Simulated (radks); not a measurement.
Valence configurations of Au+ (all share [Xe]). Calculated with a radial shooting solver on a logarithmic mesh with Libxc functionals: Dirac Kohn-Sham, PBE, spin-unpolarised, spherical densities, point nucleus; open shells fill j = l - 1/2 first. Energies are relative to 4f14 5d10; eigenvalues in eV.

valence,E (eV),e(4f5/2),e(4f7/2),e(5d3/2),e(5d5/2),e(6p1/2)
4f14 5d10,0.000,-91.467,-87.656,-16.299,-14.731,-
4f14 5d9 6s1,2.065,-94.721,-90.910,-18.628,-16.974,-
4f14 5d8 6s2,5.314,-98.222,-94.409,-21.088,-19.346,-
4f14 5d9 6p1,8.257,-96.084,-92.273,-19.896,-18.223,-8.930
4f14 5d8 6p2,18.610,-100.85,-97.034,-23.481,-21.703,-10.280
4f13 5d10 6p1,87.452,-107.83,-103.89,-21.319,-19.493,-8.990
4f12 5d10 6s2,176.33,-122.37,-118.31,-24.179,-22.124,-
4f12 5d10 6p2,190.11,-125.06,-121.01,-26.688,-24.601,-10.461
4f12 5d9 6s1 6p2,197.96,-129.04,-124.98,-29.452,-27.272,-11.210
4f12 5d8 6s2 6p2,207.37,-133.17,-129.11,-32.275,-30.001,-11.958

NIST lists [Xe] 4f14 5d10 as the ground configuration; this level of theory agrees among the configurations tried. The energies are those of spherical spin-averaged densities, not of single terms.
